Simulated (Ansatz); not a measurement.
`[CH3][SnH]([NH2])[Cl]` + `C=C[SiH](F)Br` → `[CH3][SnH]([NH2])[F]` + `C=C[SiH](Cl)Br`  (redistribution)

Calculated with Ansatz (gas phase, PBE0-D4/def2-TZVP geometries, no zero-point term in ΔE). CBS: MP2 limit from def2 TZ/QZ plus the TZ coupled-cluster correction, frozen cores. DFT in def2-TZVPP. B3LYP here is the variant with VWN-RPA as its local correlation; programs differ in this. def2 core potentials past Kr. For Br, Sn outer-core shells are correlated without core-valence functions, which leaves a few kJ/mol of doubt a bond. Scalar relativity is left out up to krypton. Each species was taken in one conformer, which may not be the lowest.

Q: Is it downhill or uphill in electronic energy at CCSD(T)/CBS, and by how much? (An estimate is asked.)

A: The calculation gave: Uphill: ΔE = +0.77 eV.

Q: What do these levels give: PBE-D4, PBE0-D4, B3LYP-D4, r2SCAN0-D4, MP2/def2-SVP, MP2/def2-QZVPP? (Best estimate.)

A: Ansatz gave: PBE-D4 0.66, PBE0-D4 0.73, B3LYP-D4 0.75, r2SCAN0-D4 0.79, MP2/def2-SVP 0.68, MP2/def2-QZVPP 0.76 eV.

Q: What do rigid-rotor, harmonic-oscillator terms from PBE0-D4/def2-TZVP frequencies (298.15 K, 1 bar) make of the CCSD(T)/CBS value? (Estimate.)

A: The calculation gave: ΔZPE = -0.01 eV, ΔH = +0.75 eV, ΔS = -1 J/(mol·K), ΔG = +0.76 eV.

Largest T1 diagnostic among the species: 0.013.

From PBE to PBE0 (25 % exact exchange), in def2-TZVPP and without D4, ΔE moves by +0.07 eV. In def2-TZVPP, CCSD(T) changes the Hartree–Fock value by −0.13 eV (the triples alone add −0.03 eV) and MP2 by −0.14 eV. Leaving LDA and LC-ωPBE aside and taking each functional with its dispersion term where it has one, the values, not all of them listed here, spread over 0.19 eV, from revPBE-D4 to BHLYP-D4. LDA lies +0.05 eV from PBE without D4.
